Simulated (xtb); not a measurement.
Zr(F)3(OMe) (CH3F3OZr), SMILES [F][Zr]([O]C)([F])[F], multiplicity 1. All values are semi-empirical tight-binding results from xtb (GFN2-xTB unless named), good for trends rather than for accurate numbers. Geometry: GFN2-xTB. The multiplicity is an assumed one; no other spin state was optimised. The structure was generated by enumeration; whether it is a known compound was not checked. One conformer was computed; it need not be the lowest.

Optimised geometry:

```xyz
9

Zr     0.0619     0.1328     0.2730
F      1.4341     0.7215     1.3739
F     -1.0327    -1.1414     1.0693
F     -1.0159     1.5089    -0.3585
O      0.7816    -0.6783    -1.2362
C     -0.2665    -1.0430    -2.1204
H     -0.7409    -0.1330    -2.5376
H      0.1581    -1.6306    -2.9445
H     -1.0170    -1.6644    -1.5873
```
Charge 0, spin multiplicity 1.

For metal compounds this method's bond lengths and energies can be far off.

Computed properties:
```json
{
 "orbital_gap": "4.37 eV",
 "zero_point_energy": "27.5 kcal/mol",
 "G − E(el) at 298.15 K (modified RRHO)": "5.6 kcal/mol"
}
```

Computed atomic charges and the Wiberg bond orders between heavy atoms:
charges (e) Zr1 1.46, F2 -0.43, F3 -0.44, F4 -0.44, O5 -0.47, C6 0.02, H7 0.10, H8 0.09, H9 0.10. Bond orders Zr1–F2 0.88, Zr1–F3 0.87, Zr1–F4 0.87, Zr1–O5 1.01, O5–C6 0.99.
